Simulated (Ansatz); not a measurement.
Spectroscopic constants of LiP+, multiplicity 4 (lowest of 2S+1 = 2, 4 at CCSD(T)/def2-TZVPP on PBE0 minima; our sources give no spin for the ground state, which may be another).

Seven points along R, fitted to fifth degree in 1/R; most abundant isotopes. Runs in def2 and cc sets follow the lowest solution found near the PBE0 minimum.

Run with Ansatz (Gaussian orbitals). Values without a source in brackets are computed.

Energies at r2SCAN/def2-TZVPP:

```json
[
 {"R (Å)": "2.452398", "E (hartree)": "-348.53149721"},
 {"R (Å)": "2.518323", "E (hartree)": "-348.53231942"},
 {"R (Å)": "2.578974", "E (hartree)": "-348.53276646"},
 {"R (Å)": "2.647535", "E (hartree)": "-348.53298934"},
 {"R (Å)": "2.716097", "E (hartree)": "-348.53298369"},
 {"R (Å)": "2.795206", "E (hartree)": "-348.53276494"},
 {"R (Å)": "2.887501", "E (hartree)": "-348.53230817"}
]
```

**Question.** With a reduced mass of 5.7203 u, find the minimum, the force constant and the constants.

**Answer.** A fifth-degree polynomial in 1/R puts the minimum at r_e = 2.6788 Å with force constant 18.6 N/m. Then ω_e = (1/2πc)√(k/μ) = 235 cm⁻¹ and B_e = h/(8π²cμr_e²) = 0.4107 cm⁻¹; the cubic and quartic terms give α_e = 0.012 and ω_e x_e = 5.5 cm⁻¹.

Ansatz is a first-principles code.
